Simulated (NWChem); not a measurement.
System: C$_{2}$H$_{6}$B, doublet; SMILES C[B]C

Here is an NWChem input.

```
start job
memory heap 200 mb stack 900 mb global 1100 mb
geometry units angstroms noautoz
  C     -1.403570     0.008968    -0.119880
  B      0.000000     0.000000     0.539114
  C      1.403570    -0.008968    -0.119880
  H     -1.679296    -1.062138    -0.202092
  H     -2.194930     0.481610     0.480597
  H     -1.420317     0.418164    -1.146803
  H      1.420317    -0.418164    -1.146803
  H      2.194930    -0.481610     0.480597
  H      1.679296     1.062138    -0.202092
end
basis spherical
  * library def2-svp
end
dft
  odft
  mult 2
  xc xpbe96 cpbe96
  iterations 150
  mulliken
end
task dft energy
```

Excerpt of the output:

```
             Northwest Computational Chemistry Package (NWChem) 7.3.0
             --------------------------------------------------------

 C2  symmetry detected

                             Geometry "geometry" -> ""
                             -------------------------

 Output coordinates in angstroms (scale by  1.889725989 to convert to a.u.)

  No.       Tag          Charge          X              Y              Z
 ---- ---------------- ---------- -------------- -------------- --------------
    1 C                    6.0000    -1.40357469     0.00820098    -0.09902843
    2 B                    5.0000     0.00000000     0.00000000     0.55996557
    3 C                    6.0000     1.40357469    -0.00820098    -0.09902843
    4 H                    1.0000    -1.67871532    -1.06305554    -0.18124043
    5 H                    1.0000    -2.19519286     0.48041045     0.50144857
    6 H                    1.0000    -1.42054530     0.41738777    -1.12595143
    7 H                    1.0000     1.42054530    -0.41738777    -1.12595143
    8 H                    1.0000     2.19519286    -0.48041045     0.50144857
    9 H                    1.0000     1.67871532     1.06305554    -0.18124043

 Effective nuclear repulsion energy (a.u.)      60.5371484916

      Symmetry information
      --------------------

 Group name             C2
 Group number              4
 Group order               2
 No. of unique centers     5

  pbe96 is a nonlocal functional; adding pw91lda local functional.

                                 NWChem DFT Module
                                 -----------------

 Summary of "ao basis" -> "ao basis" (spherical)
 ------------------------------------------------------------------------------
       Tag                 Description            Shells   Functions and Types
 ---------------- ------------------------------  ------  ---------------------
 C                          def2-svp                 6       14   3s2p1d
 B                          def2-svp                 6       14   3s2p1d
 H                          def2-svp                 3        5   2s1p

      Symmetry analysis of basis
      --------------------------

        a          37
        b          35

            General Information
            -------------------
          SCF calculation type: DFT
          Wavefunction type:  spin polarized.
          No. of atoms     :     9
          No. of electrons :    23
           Alpha electrons :    12
            Beta electrons :    11
          Charge           :     0
          Spin multiplicity:     2
          Use of symmetry is: on ; symmetry adaption is: on
          Maximum number of iterations: 150
          AO basis - number of functions:    72
                     number of shells:    36
          Convergence on energy requested:  1.00D-06
          Convergence on density requested:  1.00D-05
          Convergence on gradient requested:  5.00D-04

              XC Information
              --------------
          PerdewBurkeErnzerhof Exchange Functional  1.000
            Perdew 1991 LDA Correlation Functional  1.000 local
           PerdewBurkeErnz. Correlation Functional  1.000 non-local

             Grid Information
             ----------------
          Grid used for XC integration:  medium
          Radial quadrature: Mura-Knowles
          Angular quadrature: Lebedev.
          Tag              B.-S. Rad. Rad. Pts. Rad. Cut. Ang. Pts.
          ---              ---------- --------- --------- ---------
          C                   0.70       49          10.0       434
          B                   0.85       49           8.0       434
          H                   0.35       45          11.0       434
          Grid pruning is: on
          Number of quadrature shells:   233
          Spatial weights used:  Erf1

      Superposition of Atomic Density Guess
      -------------------------------------

 Sum of atomic energies:        -102.74928977

      Non-variational initial energy
      ------------------------------

 Total energy =    -104.468691
 1-e energy   =    -255.121557
 2-e energy   =      90.115717
 HOMO         =      -0.079971
 LUMO         =       0.011490

   Symmetry analysis of molecular orbitals - initial alpha
   -------------------------------------------------------

  Numbering of irreducible representations:

     1 a           2 b

  Orbital symmetries:

     1 a           2 b           3 a           4 a           5 b
     6 a           7 a           8 b           9 b          10 a
    11 b          12 a          13 b          14 a          15 b
    16 a          17 a          18 b          19 b          20 a
    21 b          22 a

   Symmetry analysis of molecular orbitals - initial beta
   ------------------------------------------------------

  Numbering of irreducible representations:

     1 a           2 b

  Orbital symmetries:

     1 a           2 b           3 a           4 a           5 b
     6 a           7 a           8 b           9 b          10 a
    11 b          12 a          13 b          14 a          15 b
    16 a          17 a          18 b          19 b          20 a
    21 b          22 a

     ---------------------------------------------
      Total Density - Mulliken Population Analysis
     ---------------------------------------------

    Atom       Charge   Shell Charges
 -----------   ------   -------------------------------------------------------
    1 C    6     6.42   1.99  0.97  0.20  2.12  1.13  0.02
    2 B    5     4.95   1.99  0.98  0.41  1.09  0.42  0.06
    3 C    6     6.42   1.99  0.97  0.20  2.12  1.13  0.02
    4 H    1     0.86   0.64  0.19  0.03
    5 H    1     0.86   0.65  0.18  0.03
    6 H    1     0.88   0.65  0.21  0.03
    7 H    1     0.88   0.65  0.21  0.03
    8 H    1     0.86   0.65  0.18  0.03
    9 H    1     0.86   0.64  0.19  0.03

     --------------------------------------------
      Spin Density - Mulliken Population Analysis
     --------------------------------------------

    Atom       Charge   Shell Charges
 -----------   ------   -------------------------------------------------------
    1 C    6     0.03   0.00  0.02 -0.02  0.03  0.00  0.00
    2 B    5     0.81   0.00  0.06  0.20  0.33  0.21  0.00
    3 C    6     0.03   0.00  0.02 -0.02  0.03  0.00  0.00
    4 H    1     0.01   0.00  0.01  0.00
    5 H    1     0.00   0.01 -0.00  0.00
    6 H    1     0.05   0.02  0.03  0.00
    7 H    1     0.05   0.02  0.03  0.00
    8 H    1     0.00   0.01 -0.00  0.00
    9 H    1     0.01   0.00  0.01  0.00

   convergence    iter        energy       DeltaE   RMS-Dens  Diis-err
 ---------------- ----- ----------------- --------- --------- ---------
 d= 0,ls=0.0,diis     1   -104.3244051906 -1.65D+02  7.65D-03  6.32D-02
                                                     3.75D-03  5.64D-02
 d= 0,ls=0.0,diis     2   -104.3528855105 -2.85D-02  1.70D-03  1.08D-02
                                                     1.66D-03  1.22D-02
 d= 0,ls=0.0,diis     3   -104.3551204583 -2.23D-03  8.29D-04  7.44D-03
                                                     7.39D-04  6.79D-03
 d= 0,ls=0.0,diis     4   -104.3588724692 -3.75D-03  1.88D-04  3.93D-05
                                                     1.03D-04  4.02D-05
 d= 0,ls=0.0,diis     5   -104.3588985126 -2.60D-05  4.03D-05  6.32D-06
                                                     3.87D-05  6.02D-06
  Resetting Diis
 d= 0,ls=0.0,diis     6   -104.3589025535 -4.04D-06  1.83D-05  6.52D-07
                                                     8.34D-06  5.49D-07
 d= 0,ls=0.0,diis     7   -104.3589029651 -4.12D-07  7.17D-06  3.98D-08
                                                     4.97D-06  3.78D-08

         Total DFT energy =     -104.358902965126
      One electron energy =     -258.318510750064
           Coulomb energy =      110.318416677871
    Exchange-Corr. energy =      -16.895957384553
 Nuclear repulsion energy =       60.537148491621

 Numeric. integr. density =       23.000010570088

                  Occupations of the irreducible representations
                  ----------------------------------------------

                     irrep           alpha         beta
                     --------     --------     --------
                     a                 7.0          6.0
                     b                 5.0          5.0

                    DFT Final Alpha Molecular Orbital Analysis
                    ------------------------------------------

 Vector   10  Occ=1.000000D+00  E=-3.434488D-01  Symmetry=a
              MO Center= -1.8D-14, -1.3D-16, -9.0D-02, r^2= 3.7D+00
   Bfn.  Coefficient  Atom+Function         Bfn.  Coefficient  Atom+Function
  ----- ------------  ---------------      ----- ------------  ---------------
     5      0.307790  1 C  py                33     -0.307790  3 C  py
    43     -0.277550  4 H  s                 68     -0.277550  9 H  s
     8      0.133228  1 C  py                36     -0.133228  3 C  py
    48      0.127565  5 H  s                 63      0.127565  8 H  s
    44     -0.122948  4 H  s                 69     -0.122948  9 H  s

 Vector   11  Occ=1.000000D+00  E=-2.903530D-01  Symmetry=b
              MO Center= -5.3D-16, -9.4D-16,  1.4D-01, r^2= 2.7D+00
   Bfn.  Coefficient  Atom+Function         Bfn.  Coefficient  Atom+Function
  ----- ------------  ---------------      ----- ------------  ---------------
    18      0.391359  2 B  px                 4      0.338425  1 C  px
    32      0.338425  3 C  px                 7      0.152816  1 C  px
    35      0.152816  3 C  px                48     -0.151908  5 H  s
    63      0.151908  8 H  s                 21     -0.096962  2 B  px
    49     -0.093256  5 H  s                 64      0.093256  8 H  s

[...]
```

Level: PBE/def2-SVP, spin-unrestricted. In the optimisation the excess spin sits in a (C2, its own frame). Coordinates come from a PBE0/def2-SVP, spin-unrestricted optimisation. No stability test was run on the SCF state.
